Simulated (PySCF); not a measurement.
Isomers of C5H3F3O, one GFN2-xTB conformer each. Single-point energies are computed at PBE0/pcSseg-1 (PySCF, gas phase, no added dispersion term), electronic only.

```tsv
SMILES	GFN2-xTB relative energy (kJ/mol)
C#CC(=C)OC(F)(F)F	0.0
O=CC#CCC(F)(F)F	7.3
```

Conformers: `[CH:1]#[C:2][C:3](=[CH2:4])[O:5][C:6]([F:7])([F:8])[F:9]` with C2–C3–O5–C6 0°.

**Question.** What does PBE0/pcSseg-1 give for the same structures?

**Answer.** 
| SMILES | PBE0/pcSseg-1 E (Eh) | PBE0/pcSseg-1 (kJ/mol) | GFN2-xTB (kJ/mol) | point group |
| --- | --- | --- | --- | --- |
| O=CC#CCC(F)(F)F | -566.38144 | 0.0 | 7.3 | Cs |
| C#CC(=C)OC(F)(F)F | -566.35722 | 63.6 | 0.0 | Cs |

GFN2-xTB puts C#CC(=C)OC(F)(F)F lowest instead. As drawn, the lower has a C=O bond, which the higher lacks; the higher has a C=C bond outside aromatic rings, which the lower lacks.

**Question.** Which frontier levels, dipoles and rotational constants go with these structures?

**Answer.** 
```json
{"SMILES": "O=CC#CCC(F)(F)F", "HOMO (eV, PBE0/pcSseg-1)": "-8.20", "LUMO (eV)": "-2.15", "dipole (D)": "1.98", "A, B, C (MHz)": "4821, 645.8, 634.6"}
{"SMILES": "C#CC(=C)OC(F)(F)F", "HOMO (eV, PBE0/pcSseg-1)": "-7.60", "LUMO (eV)": "-1.40", "dipole (D)": "2.55", "A, B, C (MHz)": "2615, 1441, 1106"}
```
